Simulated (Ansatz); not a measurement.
`[CH3][Al]([NH2])[SiH3]` + H₂ → `[NH2][AlH][SiH3]` + CH₄ at 700 K and 1 bar (hydrogenolysis of the Al–C bond).

Computed with Ansatz on PBE0-D4/def2-TZVP structures; ΔE is electronic, products minus reactants. CCSD(T)/CBS is the MP2 limit (def2-TZVPP, def2-QZVPP) plus CCSD(T) − MP2 in def2-TZVPP, frozen cores. This one scheme is used for every species. Each species was taken in one conformer, which may not be the lowest.

```csv
species,CCSD(T)/CBS energy (Eh),H − E (kJ/mol),S (J/(mol·K))
`[CH3][Al]([NH2])[SiH3]`,-628.70637,317.0,518.7
H₂,-1.17544,46.8,155.3
`[NH2][AlH][SiH3]`,-589.42853,221.1,435.9
CH₄,-40.46206,145.9,224.0
```

H − E and S are ideal-gas, rigid-rotor, harmonic terms from PBE0-D4/def2-TZVP, for one conformer and one mirror image of each species. For small species the MP2-based limit differs from directly extrapolated CCSD(T) by up to some mEh (0.8 for H₂); such offsets cancel only in part. 1 Eh = 2625.50 kJ/mol, R = 8.31446 J/(mol·K).

By hand: ΔE, ΔH, ΔS and ΔG.

ΔE = (-589.42853) + (-40.46206) − (-628.70637) − (-1.17544) = -0.00878 Eh = -23.1 kJ/mol. Δ(H − E) = 221.1 + 145.9 − 317.0 − 46.8 = 3.2, so ΔH = -19.9 kJ/mol. ΔS = 435.9 + 224.0 − 518.7 − 155.3 = -14.1 J/(mol·K). ΔG = -19.9 − 700 × (-14.1)/1000 = -10.0 kJ/mol.

By hand: the equilibrium constant, and the temperature at which ΔG would vanish if ΔH and ΔS stayed fixed.

log₁₀ K = −ΔG/(RT ln 10) = 0.7. ΔG = 0 at ΔH/ΔS = 1411 K, though so small a ΔS makes that figure unsure.

TΔS isn't small against ΔH here. A doubt of 5 kJ/mol in ΔE shifts log₁₀ K by 0.4 here. Other conformers and mirror images would add mixing entropy, several J/(mol·K) or more a flexible species. Modes under 60 cm⁻¹, often nearly free rotors, make the harmonic entropy too high. These are equilibria of isolated gas molecules and say nothing of rates. Largest T1 diagnostic: 0.013 (customary marks: 0.02 for closed shells, 0.045 for open ones).
